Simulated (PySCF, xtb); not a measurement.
As2, SMILES [As]#[As] (connectivity only; charge and spin as stated), charge +1, multiplicity 2.

Coordinates come from a B3LYP-D3(BJ)/def2-TZVP optimisation. The spin state was assumed, not searched.

These are IEF-PCM-PBE0/def2-TZVPD run with PySCF values and carry that method's errors.

The values are the electrostatic part of the solvation free energy, E(continuum) − E(gas) at the gas-phase geometry, in a cavity of scaled van der Waals radii (PySCF's table); cavitation and dispersion terms are not included.

Question: Estimate the values in water (ε = 78.36), n-hexane (ε = 1.88), acetone (ε = 20.49). (Estimate from the structure and the level; the computed values follow.)

Answer: 
```
solvent       ε  ΔG(elec) (kcal/mol)
--------  -----  -------------------
water     78.36                -64.8
n-hexane   1.88                -30.5
acetone   20.49                -62.4
```

For comparison, GFN2-xTB/ALPB(water) (xtb, at the GFN2-xTB geometry, all terms of that model) gives -53.5 kcal/mol.
